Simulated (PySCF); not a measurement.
silylsulfanylsilane (H6SSi2), SMILES [SiH3]S[SiH3]. Atoms are numbered in the order given.

```xyz
9

Si    -1.6407     0.0000     0.4150
S      0.0000     0.0000    -0.9981
Si     1.6407     0.0000     0.4150
H     -1.6075     1.2249     1.2882
H     -2.8932    -0.0069    -0.4108
H     -1.5996    -1.2184     1.2970
H      1.5996     1.2184     1.2970
H      2.8932     0.0069    -0.4108
H      1.6075    -1.2249     1.2882
```
Charge 0, spin multiplicity 1.

Geometry: PBE-D3(BJ)/def2-SVP.

The numbers are results of PBE-D3(BJ)/def2-SVP in PySCF, not measurements.

Frequencies are harmonic and unscaled.

Question: List the normal modes with their intensities. (An estimate is asked for; the answer gives what the named calculation found.)

Answer: 
| mode | ν (cm⁻¹) | IR (km/mol) | Raman (Å⁴/amu) | depolarisation | moving atoms (share of kinetic energy) |
|---|---|---|---|---|---|
| 1 | 64 | 0.0 | 0.3 | 0.75 | H 97 % |
| 2 | 92 | 0.4 | 0.0 | – | H 90 % |
| 3 | 127 | 0.1 | 1.8 | 0.36 | Si 61 %, H 20 %, S 19 % |
| 4 | 472 | 6.4 | 18.3 | 0.15 | Si 50 %, S 38 %, H 12 % |
| 5 | 503 | 74.9 | 4.4 | 0.75 | S 49 %, Si 47 % |
| 6 | 575 | 22.8 | 0.9 | 0.75 | H 88 %, Si 8 % |
| 7 | 595 | 0.0 | 17.6 | 0.75 | H 92 %, Si 8 % |
| 8 | 612 | 30.0 | 12.3 | 0.75 | H 87 %, Si 8 % |
| 9 | 651 | 16.6 | 19.7 | 0.55 | H 79 %, Si 12 %, S 9 % |
| 10 | 867 | 451.1 | 26.3 | 0.75 | H 94 % |
| 11 | 889 | 0.0 | 54.0 | 0.75 | H 97 % |
| 12 | 890 | 75.5 | 1.9 | 0.75 | H 97 % |
| 13 | 899 | 12.4 | 26.2 | 0.65 | H 94 % |
| 14 | 914 | 0.3 | 1.0 | 0.75 | H 97 % |
| 15 | 933 | 154.6 | 27.2 | 0.74 | H 95 % |
| 16 | 2153 | 40.6 | 6.5 | 0.75 | H 99 % |
| 17 | 2160 | 80.0 | 415.6 | 0.02 | H 98 % |
| 18 | 2162 | 0.1 | 16.2 | 0.70 | H 96 % |
| 19 | 2166 | 183.8 | 140.9 | 0.75 | H 96 % |
| 20 | 2192 | 108.6 | 95.9 | 0.75 | H 96 % |
| 21 | 2192 | 54.5 | 258.9 | 0.34 | H 96 % |
